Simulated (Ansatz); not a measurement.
C3H8BF, SMILES `CBCCF`: the same geometry under several functionals.

```yaml
crystal:
  periodic: [false, false, false]
  atoms:
    - {symbol: C, position_ang: [-1.685314, 0.114753, -0.520598]}
    - {symbol: B, position_ang: [-0.606489, -0.923052, -0.090507]}
    - {symbol: C, position_ang: [0.863831, -0.589284, 0.322664]}
    - {symbol: C, position_ang: [1.269204, 0.857829, 0.351086]}
    - {symbol: F, position_ang: [2.598989, 0.991316, 0.727742]}
    - {symbol: H, position_ang: [-1.770438, 0.025166, -1.615129]}
    - {symbol: H, position_ang: [-1.470361, 1.161699, -0.299182]}
    - {symbol: H, position_ang: [-2.680372, -0.139811, -0.145048]}
    - {symbol: H, position_ang: [-0.904164, -2.087855, -0.112388]}
    - {symbol: H, position_ang: [1.530134, -1.152278, -0.346991]}
    - {symbol: H, position_ang: [1.038017, -1.047012, 1.307590]}
    - {symbol: H, position_ang: [1.164844, 1.324750, -0.633497]}
    - {symbol: H, position_ang: [0.672419, 1.429079, 1.069158]}
basis:
  gaussian: {orbitals: def2-TZVPP}
hamiltonian: {xc: pbe, dispersion: d4}
output: {forces: true, orbitals: {seedname: orbitals}}
```

```sh
$ ansatz run in.yaml --threads 4 --pin off --events-out ev --progress --plain --max-ram 10444MiB
```

Shortened log:

```
Functional definition: PBE
1337 factors; their error is unknown
mean field evaluation 1: about -6613.3047 eV, gradient 8.2e1 eV
mean field evaluation 2: about -6594.0410 eV, gradient 1.1e2 eV
mean field evaluation 4: about -6628.6226 eV, gradient 1.0e1 eV
mean field evaluation 8: about -6628.7862 eV, gradient 1.9e-1 eV
mean field evaluation 16: about -6628.7508 eV, gradient 5.7e-4 eV
mean field -6628.75075610 eV, -243.6020971580 hartree, gradient 1.9e-5 eV, S^2 0.000000; 0 other end points of the search recorded, 0 dependent functions left out
reference -6628.75080093 eV, -243.6020988056 hartree; 20, 20 occupied and 247, 247 virtual orbitals, 1337 factors
Total energy: -6628.95578473 eV, -243.6096318211 hartree
Atom 0 at    -1.685314     0.114753    -0.520598 Å, force     0.114968    -0.060565     0.099341 eV/Å
Atom 1 at    -0.606489    -0.923052    -0.090507 Å, force    -0.001896    -0.000455    -0.007078 eV/Å
Atom 2 at     0.863831    -0.589284     0.322664 Å, force    -0.188813     0.017646    -0.054171 eV/Å
Atom 3 at     1.269204     0.857829     0.351086 Å, force    -0.328563    -0.059705    -0.093380 eV/Å
Atom 4 at     2.598989     0.991316     0.727742 Å, force     0.677103     0.092049     0.191054 eV/Å
Atom 5 at    -1.770438     0.025166    -1.615129 Å, force    -0.034379    -0.016317    -0.207983 eV/Å
Atom 6 at    -1.470361     1.161699    -0.299182 Å, force     0.036621     0.209311     0.030699 eV/Å
Atom 7 at    -2.680372    -0.139811    -0.145048 Å, force    -0.205373    -0.051129     0.051507 eV/Å
Atom 8 at    -0.904164    -2.087855    -0.112388 Å, force    -0.034995    -0.131660    -0.001846 eV/Å
Atom 9 at     1.530134    -1.152278    -0.346991 Å, force     0.135083    -0.132754    -0.121454 eV/Å
Atom 10 at     1.038017    -1.047012     1.307590 Å, force     0.043336    -0.112532     0.190001 eV/Å
Atom 11 at     1.164844     1.324750    -0.633497 Å, force    -0.050153     0.111515    -0.227788 eV/Å
Atom 12 at     0.672419     1.429079     1.069158 Å, force    -0.162939     0.134594     0.151098 eV/Å
Dipole moment:    -0.347846    -0.015345    -0.119998 e Å
```

Hardware: 4 threads of an Intel Xeon on a shared host. Wall time 2.1 s, peak host memory 0.34 GiB.

The same input with `hamiltonian: {xc: {name: B2PLYP}}` and no forces (abridged; 4.2 s):

```
Functional definition: B2PLYP
mean field evaluation 16: about -6624.2285 eV, gradient 6.9e-5 eV
mean field -6624.22851449 eV, -243.4359078443 hartree, gradient 2.2e-6 eV, S^2 0.000000
5 core orbitals not correlated: weight in the atoms' cores, before any rotation towards them, 1.000 or more for the frozen orbitals, at most 0.000 for the correlated occupied ones
second order -28.45074735 eV of doubles, -0.00000000 eV of singles
Total energy: -6631.91039236 eV, -243.7182116490 hartree
```
